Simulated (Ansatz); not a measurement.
One change: `C[C]1=[CH][AlH]1` becomes `Cl[C]1=[CH][AlH]1`.

Ansatz, PBE0-D4/def2-TZVP geometries, multiplicity 1. 

```csv
property,`C[C]1=[CH][AlH]1`
zero-point energy (PBE0-D4/def2-TZVP) / kJ/mol,169.0
size of the dipole moment (PBE/def2-TZVPP) / D,0.60
HOMO–LUMO gap (PBE/def2-TZVPP) / eV,3.81
HOMO energy (PBE0/def2-TZVPP) / eV,-6.37
HOMO energy (ωB97M-V/def2-TZVPP) / eV,-8.52
HOMO–LUMO gap (B3LYP/def2-TZVPP) / eV,5.31
```

Question: Give the same properties after the change, and the shifts. (An estimate is asked.)

Answer: Ansatz gave: 
| property | `Cl[C]1=[CH][AlH]1` | shift |
| --- | --- | --- |
| zero-point energy (PBE0-D4/def2-TZVP) / kJ/mol | 73.2 | -95.8 |
| size of the dipole moment (PBE/def2-TZVPP) / D | 2.20 | 1.60 |
| HOMO–LUMO gap (PBE/def2-TZVPP) / eV | 4.06 | 0.25 |
| HOMO energy (PBE0/def2-TZVPP) / eV | -7.05 | -0.68 |
| HOMO energy (ωB97M-V/def2-TZVPP) / eV | -9.17 | -0.65 |
| HOMO–LUMO gap (B3LYP/def2-TZVPP) / eV | 5.58 | 0.27 |

With PBE0 the HOMO falls by 0.68 eV and the LUMO falls by 0.39 eV, so the gap widens by about 0.29 eV. PBE moves the HOMO by -0.63 eV and ωB97M-V by -0.65 eV. The zero-point energy changes by -95.8 kJ/mol with -9 modes. Dipoles are sizes alone; their direction can turn.

B3LYP here is the variant with VWN-RPA as its local correlation; programs differ in this.
